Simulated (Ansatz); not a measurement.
`C[O][Mo]([OH])([F])([F])([F])[F]` + HCl → `C[O][Mo]([OH])([F])([F])([F])[Cl]` + H–F  (ligand exchange at a Mo–F bond)

Program: Ansatz. Geometries: PBE0-D4/def2-TZVP. ΔE: electronic, gas phase. CCSD(T)/CBS is the MP2 limit (def2-TZVPP, def2-QZVPP) plus CCSD(T) − MP2 in def2-TZVPP, frozen cores. This one scheme is used for every species. Functionals use def2-TZVPP. Elements past krypton have def2 core potentials. For Mo outer-core shells are correlated without core-valence functions, which leaves a few kJ/mol of doubt a bond. Each species was taken in one conformer, which may not be the lowest.

CCSD(T)/CBS gives +0.07 eV.

**Question.** Another level gave +0.31 eV. Which?
A. B2PLYP/def2-TZVPP
B. r2SCANh-D4/def2-TZVPP
C. CAM-B3LYP/def2-TZVPP
D. BHLYP/def2-TZVPP

**Answer.** D. BHLYP 0.31, CAM-B3LYP 0.38, B2PLYP 0.18, r2SCANh-D4 0.22 eV.

Largest T1 diagnostic among the species: 0.025, so the coupled-cluster value is less sure than usual.

In def2-TZVPP, CCSD(T) changes the Hartree–Fock value by −0.26 eV (the triples alone add −0.08 eV) and MP2 by −0.45 eV. Leaving LDA and LC-ωPBE aside and taking each functional with its dispersion term where it has one, the values, not all of them listed here, spread over 0.23 eV, from PBE-QIDH to CAM-B3LYP-D4. LDA lies −0.04 eV from PBE without D4.
